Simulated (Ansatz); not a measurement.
Species: C2HClF2 (charge 0, singlet). 
Geometry from a B3LYP-D3(BJ)/def2-TZVP (Ansatz, a first-principles code) optimisation:
```
C
F 1 1.3142
C 1 1.3211 2 125.89
F 1 1.3214 2 110.95 3 180.00
H 3 1.0772 1 120.39 2 -180.00
Cl 3 1.7210 5 117.15 1 -180.00
```
Charge 0, spin multiplicity 1.

Wanted: vertical triplet-singlet gap (E(triplet) - E(singlet); each state is the SCF solution reached for its spin), in kcal/mol. Cores are frozen in the correlated levels unless marked. UHF or UKS for open shells. No spin-orbit coupling. No relativistic terms. Basis-set limits of correlation are two-point, X^-3; Hartree-Fock from the larger set. The bracket is a focal-point correction in the basis named.

| level | program | vertical triplet-singlet gap (kcal/mol) | minus last row |
|---|---|---|---|
| HF/aug-cc-pV(D+d)Z | Ansatz | 86.8 | -22.9 |
| HF/aug-cc-pV(T+d)Z | Ansatz | 86.7 | -23.0 |
| PBE/def2-TZVPD | Ansatz | 102.3 | -7.4 |
| RI-MP2/aug-cc-pV(Q+d)Z | Ansatz | 114.3 | 4.6 |
| CCSD/aug-cc-pV(D+d)Z | Ansatz | 106.9 | -2.8 |
| CCSD(T)/aug-cc-pV(T+d)Z | Ansatz | 108.9 | -0.8 |
| RI-MP2/CBS(aug-cc-pV(T+d)Z,aug-cc-pV(Q+d)Z)+[CCSD(T)-MP2]/aug-cc-pV(T+d)Z | Ansatz | 109.7 | 0.0 |
